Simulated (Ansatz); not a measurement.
Program: Ansatz. Geometries: PBE0-D4/def2-TZVP. ΔE: electronic, gas phase. CBS: MP2 limit from def2 TZ/QZ plus the TZ coupled-cluster correction, frozen cores. Functionals use def2-TZVPP. B3LYP here is the variant with VWN-RPA as its local correlation; programs differ in this. For Ge outer-core shells are correlated without core-valence functions, which leaves a few kJ/mol of doubt a bond. Scalar relativity is left out up to krypton. Each species was taken in one conformer, which may not be the lowest.

`[GeH3][C]#[C][GeH3]` + `N=CBO` → `OB/C=[N]/[GeH3]` + `C#[C][GeH3]`  (ligand exchange at a Ge–C bond)

Problem. Is it downhill or uphill in electronic energy at CCSD(T)/CBS, and by how much? (Best estimate.)

Solution. The calculation gave: Uphill: ΔE = +8.0 kcal/mol.

Problem. What do these levels give: PBE-D4, B3LYP-D4, B2PLYP, PBE, SCS-MP2/def2-TZVPP, MP2/def2-QZVPP? (An estimate is asked.)

Solution. Computed: PBE-D4 7.8, B3LYP-D4 6.9, B2PLYP 7.5, PBE 7.9, SCS-MP2/def2-TZVPP 8.2, MP2/def2-QZVPP 8.2 kcal/mol.

Largest T1 diagnostic among the species: 0.014.

In def2-TZVPP, CCSD(T) changes the Hartree–Fock value by +1.8 kcal/mol (the triples alone add +0.2 kcal/mol) and MP2 by +1.8 kcal/mol.
